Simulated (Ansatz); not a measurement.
Molecule: sum formula BNH₆, net charge 1, doublet state. 
Coordinates optimised at B3LYP-D3(BJ)/def2-TZVP (Ansatz, a quantum-chemistry and plane-wave program):
```xyz
8

B     -0.8071     0.2336    -0.0426
N      0.7079    -0.1119     0.0126
H     -1.5421    -0.7485    -0.3738
H     -1.1305     1.3253    -0.3255
H     -1.5145    -0.4451     0.7657
H      0.9228    -1.0794     0.2650
H      1.1913     0.4918     0.6866
H      1.1531     0.0711    -0.8932
```
Charge +1, spin multiplicity 2.

Basis-set convergence of Hartree-Fock and CCSD correlation energies (hartree) with Ansatz. Correlated levels leave the core frozen unless marked. Open shells are spin-unrestricted. Spin-orbit coupling is left out. Non-relativistic.

```tsv
basis	functions	E(HF)	E(corr, CCSD)
def2-SVP	58	-82.25213	-0.30905
def2-TZVPP	146	(withheld)	(withheld)
```

**Question.** Complete the blanks.

**Answer.** 
- def2-TZVPP, E(HF): -82.34730
- def2-TZVPP, E(corr, CCSD): -0.36607
